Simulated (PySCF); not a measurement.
C6H6S.
Atom-mapped SMILES: `[SH:1][c:2]1[cH:3][cH:4][cH:5][cH:6][cH:7]1` (hydrogens: H8 on S1; H9 on C3; H10 on C4; H11 on C5; H12 on C6; H13 on C7)

Geometry (PBE0-D3(BJ)/def2-SVP, Å), atoms numbered from 1 in this order:
```
atom  x, y, z in Å
S1     2.8518   -0.2356    0.1900
C2     1.0950   -0.0894    0.0840
C3     0.3364   -1.2646    0.1668
C4    -1.0520   -1.2086    0.0894
C5    -1.7038    0.0137   -0.0705
C6    -0.9502    1.1831   -0.1532
C7     0.4398    1.1371   -0.0770
H8     3.1263    1.0794    0.0710
H9     0.8383   -2.2273    0.2921
H10   -1.6296   -2.1339    0.1551
H11   -2.7933    0.0544   -0.1307
H12   -1.4467    2.1485   -0.2784
H13    1.0176    2.0623   -0.1429
```

Computed, not measured: PBE0-D3(BJ)/def2-SVP geometry optimisation, gas phase (PySCF).

Take the most abundant isotopes and a rigid rotor. The values belong to one conformer with, in the numbering `[SH:1][c:2]1[cH:3][cH:4][cH:5][cH:6][cH:7]1`, H–S1–C2–C3 180°.

(1) Give the principal moments of inertia and the rotational constants in MHz.

(2) Classify the top.

(3) What does the inertial defect say?

(4) Which types of transition are allowed, and where do some lines up to J = 3 fall?

(5) Estimate the classical rotational partition function at 25 K, 50 K and 298.15 K.

## Answers

(1) Ia = 90.24, Ib = 320.45, Ic = 410.69 u·Å²; 505379 MHz·u·Å²/I gives A = 5600, B = 1577, C = 1231 MHz.

(2) An asymmetric top; Ray's κ = -0.841.

(3) Planar: Δ = Ic − Ia − Ib = 0.00 u·Å². For a rigid frame Δ = −2 Σ m c², so it vanishes when all atoms lie in the ab plane; here none is more than 0.01 Å from it.

(4) The dipole components are |μa| = 0.62 D, |μb| = 0.89 D, |μc| = 0.00 D; the mirror of this Cs structure is the ab plane, so μc vanishes by symmetry and there are no c-type lines. Intensities carry the squares of the components, which stand as 0.49 : 1.00 (a : b). Some lines, for components of 0.1 D or more:

| type | branch | J(Ka,Kc) | MHz | lower level (cm⁻¹) |
| --- | --- | --- | --- | --- |
| a | Q | 2(1,1) ← 2(1,2) | 1040 | 0.404 |
| a | Q | 3(1,2) ← 3(1,3) | 2078 | 0.667 |
| a | R | 1(0,1) ← 0(0,0) | 2808 | 0.000 |
| b | Q | 1(1,0) ← 1(0,1) | 4370 | 0.094 |
| b | R | 3(0,3) ← 2(1,2) | 4640 | 0.404 |
| b | Q | 3(1,2) ← 3(0,3) | 5329 | 0.558 |
| a | R | 2(1,1) ← 1(1,0) | 5962 | 0.239 |
| b | R | 1(1,1) ← 0(0,0) | 6831 | 0.000 |
| a | R | 3(1,3) ← 2(1,2) | 7890 | 0.404 |
| a | R | 3(0,3) ← 2(0,2) | 8338 | 0.280 |
| a | R | 3(2,1) ← 2(2,0) | 8508 | 0.842 |
| a | R | 3(1,2) ← 2(1,1) | 8929 | 0.438 |
| b | R | 3(1,3) ← 2(0,2) | 11588 | 0.280 |
| b | Q | 3(2,1) ← 3(1,2) | 11670 | 0.736 |
| b | Q | 2(2,0) ← 2(1,1) | 12091 | 0.438 |
| b | Q | 2(2,1) ← 2(1,2) | 13109 | 0.404 |
| b | Q | 3(2,2) ← 3(1,3) | 13642 | 0.667 |
| b | R | 2(2,1) ← 1(1,0) | 18031 | 0.239 |
| b | R | 2(2,0) ← 1(1,1) | 18399 | 0.228 |
| b | R | 3(2,2) ← 2(1,1) | 20492 | 0.438 |
| b | Q | 3(3,1) ← 3(2,2) | 20995 | 1.122 |
| b | R | 3(2,1) ← 2(1,2) | 21639 | 0.404 |
| b | R | 3(3,1) ← 2(2,0) | 29397 | 0.842 |

(5) Point group Cs, symmetry number σ = 1; q = (√π/σ)·√((kT/h)³/(ABC)), k/h = 20836.6 MHz/K: 6390 at 25 K, 18100 at 50 K, 263000 at 298.15 K.

Whether it is a minimum is left open (no frequencies). Zero-point vibration and centrifugal distortion are left out.

The run took 25 s of wall time on x86-64 server, one thread, on a shared host. This is the geometry optimisation.
